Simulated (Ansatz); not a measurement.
## A geometry optimisation of C4H9ClGeO with PBE0-D3(BJ)/def2-SVP

The starting geometry of this gas-phase singlet was optimised with GFN2-xTB; its bonds are those of `Cl[C@@H]1CO[C@H]([GeH3])C1`.

```xyz
16

C     0.0625    2.2145    0.6582
C     0.0583    2.0784   -0.8603
C    -0.5985    0.0247   -0.0278
C     0.1417    0.7610    1.0955
Cl   -1.4756    2.9291    1.2072
Ge   -2.4849   -0.4730    0.3600
O    -0.6993    0.9310   -1.1341
H     0.8635    2.8461    1.0396
H     1.0960    1.9547   -1.2125
H    -0.3980    2.9247   -1.3763
H    -0.0202   -0.8509   -0.3476
H    -2.5515   -1.4848    1.4681
H    -3.0681   -1.0922   -0.8645
H    -3.3121    0.7033    0.7322
H     1.1891    0.4542    1.1470
H    -0.3171    0.5981    2.0704
```

Q: Predict what becomes of its bonds when it is optimised with PBE0-D3(BJ)/def2-SVP.

A: It keeps its bonds, and is `Cl[C@@H]1CO[C@H]([GeH3])C1`.

The energy falls by 0.12 eV over 15 steps:

| step | E − E(last) (eV) |
| --- | --- |
| 1 | 0.116 |
| 3 | 0.003 |
| 4 | 0.002 |
| 6 | 0.001 |
| 7 | 0.000 |
| 9 | 0.000 |
| 10 | 0.000 |
| 12 | 0.000 |
| 13 | 0.000 |
| 15 | 0.000 |

Final geometry (Å):

```yaml
atoms:
  - { symbol: C, position_ang: [0.0876, 2.2424, 0.6483] }
  - { symbol: C, position_ang: [0.0864, 2.0893, -0.8628] }
  - { symbol: C, position_ang: [-0.6633, 0.0666, -0.0549] }
  - { symbol: C, position_ang: [0.0719, 0.7873, 1.0969] }
  - { symbol: Cl, position_ang: [-1.3887, 3.1071, 1.2023] }
  - { symbol: Ge, position_ang: [-2.4949, -0.5561, 0.3517] }
  - { symbol: O, position_ang: [-0.7586, 1.0038, -1.1228] }
  - { symbol: H, position_ang: [0.9417, 2.8141, 1.0324] }
  - { symbol: H, position_ang: [1.1266, 1.8885, -1.1985] }
  - { symbol: H, position_ang: [-0.2880, 2.9758, -1.3927] }
  - { symbol: H, position_ang: [-0.0711, -0.8076, -0.3837] }
  - { symbol: H, position_ang: [-2.4228, -1.6140, 1.4748] }
  - { symbol: H, position_ang: [-3.0970, -1.2025, -0.9079] }
  - { symbol: H, position_ang: [-3.3624, 0.6241, 0.8092] }
  - { symbol: H, position_ang: [1.1116, 0.4317, 1.1776] }
  - { symbol: H, position_ang: [-0.3935, 0.6684, 2.0850] }
```

No frequencies were run, so the end isn't proven a minimum. Run with Ansatz 0.2.0, 110 s on 2 threads of Arm Neoverse V1, on a shared host.
